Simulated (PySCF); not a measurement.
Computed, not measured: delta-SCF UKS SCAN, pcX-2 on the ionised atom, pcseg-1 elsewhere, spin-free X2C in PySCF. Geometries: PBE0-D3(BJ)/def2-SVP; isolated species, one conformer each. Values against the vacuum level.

Question: Order these sites by rising C 1s binding energy.
A. C2 in `[SiH2-:1][CH:2]1[CH2:3][CH2:4]1`
B. C4 in `[CH2:1]=[CH:2][CH2:3][CH2:4][S:5](=[O:6])(=[O:7])[O-:8]`
C. Carbon in `CO[SiH2]P`
D. Carbon in `CB(F)F`
E. Carbon in `CSS` (CH4S2)

Answer: A (284.92 eV), B (286.50 eV), D (291.06 eV), E (291.43 eV), C (292.45 eV).

From the lowest up, the atoms are bonded to: 2 C, H and Si in a species of charge -1 (284.92); S, C and 2 H in a species of charge -1 (286.50); 3 H and B (291.06); S and 3 H (291.43); O and 3 H (292.45).

Question: Order these sites by rising S 1s binding energy.
A. Sulfur in `C=CCCS(=O)(=O)[O-]`
B. Sulfur in `[SiH3]S[SiH2]P`
C. S2 in `[CH3:1][S:2][SH:3]`

Answer: B (2476.48 eV), A (2477.42 eV), C (2477.74 eV).

The highest is bonded to S and C, the lowest to 2 Si; the range is 1.26 eV.

The basis sets have no added diffuse functions, a weakness for anions.
